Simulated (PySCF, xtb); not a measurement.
AlClFH₃OSi, SMILES [F][Al]([Cl])[O][SiH3].

GFN2-xTB run with xtb at its own geometry gives an orbital gap of 3.90 eV and a dipole moment of 1.76 D.

The structure is a stationary point at B3LYP-D3(BJ)/def2-SVP. The structure was generated by enumeration; whether it is a known compound was not checked. The values are those of a single conformer.

What does PBE/def2-TZVP in PySCF give? (Estimate from the structure and the level; the computed values follow.)

gap 5.51 eV (levels -7.63 and -2.12 eV), dipole 1.17 D.
